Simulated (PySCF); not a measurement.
Precursor series W F-NH2. Gas-phase values, no solvent. One relaxed conformer stands for each flexible species; it need not be the lowest. In the def2 sets, heavy atoms carry core potentials. Quantity: redistribution energy (mixed species minus the weighted end members). Level 1: PBE-D3(BJ)/def2-TZVP // BP86-D3(BJ)/def2-SVP (PySCF). Level 2: B3LYP-D3(BJ)/def2-TZVP // BP86-D3(BJ)/def2-SVP (PySCF). B3LYP has the VWN-RPA correlation part, as in Gaussian.

```
case                                     level 1 (kcal/mol)  level 2 (kcal/mol)
---------------------------------------  ------------------  ------------------
3 of 6 F replaced by NH2: [W(F)3(NH2)3]               -14.4               -16.2
2 of 6 F replaced by NH2: [W(F)4(NH2)2]                -9.8               -11.4
4 of 6 F replaced by NH2: [W(F)2(NH2)4]                -8.5               -10.0
1 of 6 F replaced by NH2: [W(F)5(NH2)]                 -4.1            withheld
5 of 6 F replaced by NH2: [W(F)(NH2)5]                 -2.1                -2.8
```

**Question.** Fit level 2 = a + b·x to the 4 complete rows by least squares, with x = level 1 in kcal/mol. Give a, b and the rms residual, and predict the withheld value.

**Answer.** Means of the 4 rows: x̄ = -8.7, ȳ = -10.1 kcal/mol. Σ(x − x̄)² = 77.3 and Σ(x − x̄)(y − ȳ) = 84.4, so b = 1.092 and a = ȳ − b·x̄ = -0.60 kcal/mol. The rms residual is 0.11 kcal/mol. At x = -4.1 the line gives -5.1 kcal/mol. The run for 1 of 6 F replaced by NH2: [W(F)5(NH2)] gave -5.3 kcal/mol, so the line is off by 0.2 kcal/mol, within twice the rms residual.

Codes: PySCF.
